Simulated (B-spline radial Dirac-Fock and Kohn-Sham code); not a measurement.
# Relativistic shifts of the levels of Ho⁶⁺

System: Ho⁶⁺, configuration [Kr] 4d10 4f9 5s2 5p4.

Both columns are ΔSCF binding energies of the configuration average from a B-spline atomic structure program: non-relativistic Hartree-Fock with a point nucleus, and Dirac-Fock with a finite nucleus and the Coulomb interaction alone, averaged over the two j levels with weights 2j+1.

```csv
shell,Hartree-Fock (eV),Dirac-Fock (eV),shift (eV),shift (%)
1s,52314.0,55965.4,+3651.46,+6.98
2s,8581.1,9530.3,+949.24,+11.06
2p,8168.8,8475.7,+306.91,+3.76
3s,2014.8,2242.0,+227.20,+11.28
3p,1828.5,1910.6,+82.13,+4.49
3d,1484.9,1470.2,-14.70,-0.99
4s,484.7,539.0,+54.37,+11.22
4d,271.8,268.2,-3.55,-1.31
4f,104.9,99.00,-5.86,-5.59
5s,128.8,138.5,+9.72,+7.55
5p,105.6,108.2,+2.58,+2.45
```

Relativity binds 1s, 2s, 2p, 3s, 3p, 4s, 5s, 5p more strongly, among those listed most of all 3s in relative terms, and 3d, 4d, 4f more weakly, because the contracted s and p shells screen the nucleus better.

Values without a named source are computed, but for edge energies of neutral atoms, which are taken from tables.
